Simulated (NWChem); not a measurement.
Molecule: C2H4NO, doublet; SMILES CC([NH])=O

```xyz
8

C     -0.0026     1.4086     0.0000
C     -0.0050    -0.0810     0.0000
N     -1.1050    -0.7760     0.0000
O      1.0636    -0.7505     0.0000
H      0.5302     1.7795    -0.8880
H     -1.0361     1.7778     0.0000
H      0.5302     1.7795     0.8880
H     -1.0112    -1.7958     0.0000
```
Atoms are numbered in this order, from 1.

This is a stationary point of PBE0/def2-SVP, spin-unrestricted (NWChem), point group Cs. 

Problem. Is it a minimum? If not, what does it relax to?

Solution. No. It has an imaginary frequency of 1509i cm⁻¹. Following that mode (on a finer grid) lowers the energy by 3.9 kcal/mol and ends, with real frequencies alone, at point group C1:
```xyz
8

C      0.0137     1.3882     0.0124
C      0.0596    -0.1048     0.1287
N     -0.9744    -0.8060    -0.4334
O      1.0177    -0.7251     0.5737
H      0.0692     1.6740    -1.0490
H     -0.9414     1.7727     0.4010
H      0.8531     1.8330     0.5603
H     -1.0668    -1.7080     0.0516
```
